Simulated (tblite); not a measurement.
Species: C₅H₁₁BCl₃N.
SMILES with atom numbers: `[CH3:1][N@@H+:2]1[CH2:3][CH2:4][B@@-:5]1([CH3:6])[C:7]([Cl:8])([Cl:9])[Cl:10]` (hydrogens: H11, H12, H13 on C1; H14 on N2; H15, H16 on C3; H17, H18 on C4; H19, H20, H21 on C6)

Computed with GFN2-xTB (tblite), gas phase: L-BFGS steps from a force-field or distance-geometry start until the largest atomic force falls under 0.01 eV/Å.

Step 20: E = -928.6895 eV
```
atom  x, y, z in Å  |  force x, y, z in eV/Å
C1     -1.5758    0.3130    1.3456    0.031   0.010  -0.046
N2     -0.9298    0.3981    0.0439    0.159   0.030   0.005
C3     -1.3311   -0.6191   -0.9610   -0.032   0.040   0.006
C4      0.0781   -1.1388   -1.2424   -0.024  -0.027   0.007
B5      0.6405   -0.0816   -0.1378   -0.026   0.049  -0.062
C6      1.3274   -0.5913    1.2205   -0.023   0.014  -0.036
C7      1.4478    1.2021   -0.7995    0.006  -0.018  -0.002
Cl8     3.0711    0.7373   -1.3565   -0.064   0.013   0.011
Cl9     1.6453    2.5643    0.3513   -0.035  -0.056   0.013
Cl10    0.5802    1.8929   -2.2178    0.005  -0.006   0.016
H11    -1.1019    1.0134    2.0308   -0.065   0.020  -0.018
H12    -2.6416    0.5341    1.2647    0.008   0.001   0.062
H13    -1.4392   -0.6932    1.7354   -0.049   0.013   0.023
H14    -1.0426    1.3378   -0.3309   -0.007   0.009   0.017
H15    -1.8281   -0.1613   -1.8146   -0.018   0.010  -0.036
H16    -2.0028   -1.3507   -0.5133    0.016  -0.025   0.011
H17     0.1829   -2.1936   -1.0086    0.056  -0.022  -0.034
H18     0.3781   -0.9886   -2.2757    0.025  -0.034   0.040
H19     2.3619   -0.8734    1.0420   -0.011   0.016   0.008
H20     0.8363   -1.4662    1.6384    0.003  -0.004   0.003
H21     1.3344    0.1819    1.9853    0.044  -0.034   0.012
```

Step 21: E = -928.6913 eV
```
atom  x, y, z in Å  |  force x, y, z in eV/Å
C1     -1.5753    0.3150    1.3437    0.012   0.019  -0.018
N2     -0.9257    0.3981    0.0436    0.114   0.017   0.031
C3     -1.3306   -0.6188   -0.9604   -0.032   0.038  -0.011
C4      0.0776   -1.1406   -1.2438   -0.017  -0.037   0.002
B5      0.6419   -0.0874   -0.1399   -0.031   0.089  -0.011
C6      1.3284   -0.5917    1.2193   -0.005   0.002  -0.008
C7      1.4464    1.1978   -0.7974    0.006   0.004  -0.032
Cl8     3.0685    0.7405   -1.3604   -0.045   0.015   0.022
Cl9     1.6365    2.5567    0.3589   -0.022  -0.055   0.001
Cl10    0.5753    1.8898   -2.2140    0.004   0.004   0.014
H11    -1.1074    1.0187    2.0298   -0.042   0.011  -0.023
H12    -2.6413    0.5374    1.2615    0.019  -0.016   0.044
H13    -1.4403   -0.6903    1.7378   -0.047   0.030   0.010
H14    -1.0358    1.3394   -0.3293   -0.008  -0.015   0.010
H15    -1.8278   -0.1587   -1.8125   -0.020   0.004  -0.046
H16    -2.0037   -1.3501   -0.5126    0.034  -0.007   0.009
H17     0.1841   -2.1956   -1.0152    0.038  -0.048  -0.012
H18     0.3815   -0.9891   -2.2751    0.008  -0.017   0.009
H19     2.3631   -0.8726    1.0415   -0.001   0.009   0.006
H20     0.8397   -1.4653    1.6420   -0.004  -0.013   0.000
H21     1.3359    0.1839    1.9820    0.038  -0.033   0.003
```

Step 22: E = -928.6924 eV
```
atom  x, y, z in Å  |  force x, y, z in eV/Å
C1     -1.5746    0.3164    1.3422   -0.002   0.020   0.007
N2     -0.9214    0.3984    0.0437    0.027   0.002   0.028
C3     -1.3307   -0.6179   -0.9601   -0.012   0.022  -0.020
C4      0.0769   -1.1422   -1.2446   -0.002  -0.029   0.001
B5      0.6422   -0.0895   -0.1414   -0.021   0.069   0.024
C6      1.3288   -0.5919    1.2183    0.009  -0.007   0.010
C7      1.4457    1.1952   -0.7967   -0.003   0.015  -0.042
Cl8     3.0661    0.7427   -1.3624   -0.015   0.011   0.021
Cl9     1.6308    2.5510    0.3635   -0.013  -0.041   0.001
Cl10    0.5723    1.8881   -2.2115   -0.002   0.016   0.002
H11    -1.1116    1.0222    2.0289   -0.016   0.014  -0.015
H12    -2.6408    0.5391    1.2605    0.022  -0.022   0.017
H13    -1.4419   -0.6881    1.7395   -0.036   0.033   0.003
H14    -1.0318    1.3403   -0.3282   -0.002  -0.021   0.004
H15    -1.8280   -0.1570   -1.8120   -0.014  -0.001  -0.035
H16    -2.0035   -1.3499   -0.5120    0.040   0.013   0.007
H17     0.1857   -2.1977   -1.0194    0.019  -0.048   0.003
H18     0.3838   -0.9899   -2.2744   -0.004  -0.007  -0.011
H19     2.3638   -0.8719    1.0413    0.005   0.002   0.000
H20     0.8416   -1.4649    1.6442   -0.007  -0.013  -0.008
H21     1.3377    0.1844    1.9802    0.029  -0.027   0.001
```

Task: Estimate the geometry and energy of step 23. (The exact step hangs on the optimiser's Hessian estimate; all steps are aligned on step 22, rigid shifts and turns removed.)

Result: E = -928.6929 eV, largest force 0.042 eV/Å
```
atom  x, y, z in Å  |  force x, y, z in eV/Å
C1     -1.5742    0.3173    1.3416   -0.006   0.015   0.016
N2     -0.9189    0.3986    0.0441   -0.031  -0.006   0.010
C3     -1.3309   -0.6170   -0.9602    0.008   0.006  -0.019
C4      0.0766   -1.1434   -1.2448    0.009  -0.013   0.004
B5      0.6418   -0.0890   -0.1417   -0.006   0.023   0.028
C6      1.3291   -0.5921    1.2179    0.012  -0.009   0.011
C7      1.4453    1.1944   -0.7972   -0.013   0.013  -0.032
Cl8     3.0647    0.7437   -1.3628    0.006   0.006   0.014
Cl9     1.6282    2.5479    0.3654   -0.008  -0.024   0.007
Cl10    0.5711    1.8877   -2.2105   -0.008   0.024  -0.011
H11    -1.1137    1.0240    2.0283    0.001   0.020  -0.004
H12    -2.6402    0.5394    1.2605    0.011  -0.017  -0.001
H13    -1.4433   -0.6866    1.7404   -0.023   0.025   0.004
H14    -1.0303    1.3403   -0.3276    0.001  -0.014   0.001
H15    -1.8284   -0.1563   -1.8127   -0.007  -0.004  -0.018
H16    -2.0027   -1.3496   -0.5116    0.036   0.021   0.006
H17     0.1868   -2.1995   -1.0210    0.005  -0.029   0.008
H18     0.3847   -0.9905   -2.2743   -0.009  -0.005  -0.012
H19     2.3642   -0.8716    1.0412    0.006  -0.004  -0.006
H20     0.8422   -1.4650    1.6448   -0.007  -0.008  -0.015
H21     1.3390    0.1840    1.9796    0.023  -0.020   0.007
```

The energy changes by -0.0005 eV. The first-order estimate −F·Δx gives -0.0008 eV and the mean of the old and new forces, exact on a quadratic surface, -0.0005 eV. The step makes an angle of 55° with the force vector and moves no atom by more than 0.004 Å.

What follows is the cost of the whole relaxation. Hardware: one thread, Intel Xeon at 2.70 GHz (x86_64), on a shared host. Cost: 4.4 s of wall time.
